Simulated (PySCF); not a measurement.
C2H9FSi2, SMILES [Si@@H]([SiH2]C)(C)F. Heavy atoms are numbered as in [CH3:1][SiH2:2][Si@H:3]([CH3:4])[F:5]. Hydrogens are named by the atom that carries them.

Coordinates come from a PBE0-D3(BJ)/def2-SVP optimisation. The structure was generated by enumeration; whether it is a known compound was not checked. One conformer was computed; it need not be the lowest.

These are PBE/def2-TZVP run with PySCF values and carry that method's errors.

ESP charges are fitted to the potential on shells at 1.4 to 2.0 van der Waals radii. Atomic charges (e), one atom of each kind:

```tsv
atom	Löwdin	IAO	ESP fit	Mulliken
C1 (CH3)	?	-0.71	-0.54	-0.48
Si2 (SiH2)	0.15	0.40	0.25	0.06
Si3 (SiH)	?	0.93	0.58	0.45
C4 (CH3)	?	-0.75	-0.64	-0.48
F5	-0.01	-0.53	-0.30	-0.30
H on C1	0.13	0.16	0.17	0.14
H on Si2	?	-0.10	-0.09	-0.02
H on Si3	-0.03	-0.14	-0.13	-0.06
H on C4	0.14	0.17	0.16	0.13
```

Complete the blanks. (The exact figures need the calculation; the answer reports its results.)


- C1 (CH3), Löwdin: -0.48
- Si3 (SiH), Löwdin: 0.07
- C4 (CH3), Löwdin: -0.46
- H on Si2, Löwdin: -0.02

Computed Mayer and Wiberg (Löwdin basis) orders of the bonds:
```tsv
bond	Mayer	Wiberg
C1–Si2	0.99	1.26
Si2–Si3	0.95	1.05
Si3–C4	0.99	1.25
Si3–F5	1.10	1.68
```
